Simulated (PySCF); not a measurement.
# Two-component Hartree-Fock for Hg⁴⁹⁺ (mercury, charge +49)

Start: [Ar] 3d10 4s2 4p1; 4p3/2 filled at m_j = +3/2. Calculated with PySCF 2.14 in an even-tempered Gaussian basis (16 s from 7.1 bohr⁻², ratio 2.8; 13 p from 9.3 bohr⁻², ratio 2.8; 8 d from 16 bohr⁻², ratio 2.8; 4 f from 38 bohr⁻², ratio 3): generalised Hartree-Fock with the X2C-1e Hamiltonian and a Gaussian nucleus; one run each with spin-orbit coupling (SO) screened by Boettger's factors, then bare. This is a chosen level, not necessarily the ground level.

| spinor shell | electrons | ε, screened SO (eV) | ε, bare SO (eV) | weight of nominal j (bare SO) | rms radius, bare SO (bohr) |
| --- | --- | --- | --- | --- | --- |
| 1s1/2 | 2 | -86185.1 | -86183.2 | 1.000 | 0.0187 |
| 2s1/2 | 2 | -17557.3 | -17556.7 | 1.000 | 0.0754 |
| 2p1/2 | 2 | -16934.6 | -16979.2 | 1.000 | 0.0636 |
| 2p3/2 | 4 | -14975.3 | -14961.9 | 1.000 | 0.0719 |
| 3s1/2 | 2 | -6082.8 | -6082.6 | 1.000 | 0.190 |
| 3p1/2 | 2 | -5809.0 | -5819.3 | 1.000 | 0.181 |
| 3p3/2 | 4 | -5350.5 | -5347.4 | 1.000 | 0.196 |
| 3d3/2 | 4 | -4920.7 | -4929.5 | 1.000 | 0.170 |
| 3d5/2 | 6 | -4822.3 | -4816.8 | 1.000 | 0.175 |
| 4s1/2 | 2 | -2902.4 | -2902.3 | 1.000 | 0.396 |
| 4p3/2 | 1 | -2659.9 | -2658.9 | 1.000 | 0.399 |

```csv
quantity,screened SO,bare SO
E (hartree),-17881.78265,-17883.60578
M_J,3/2,3/2
⟨J²⟩,3.751,3.751
⟨L²⟩,2.083,2.089
⟨S²⟩,0.833,0.838
```

Each row is a mean over spinors that exchange with the open shell spreads, by up to 14.467 eV (4s1/2).

Breit and QED terms are absent; they matter most for the inner s and p1/2 levels.

Densities and radii are taken from the X2C orbitals without a picture-change correction, which distorts them close to the nucleus.
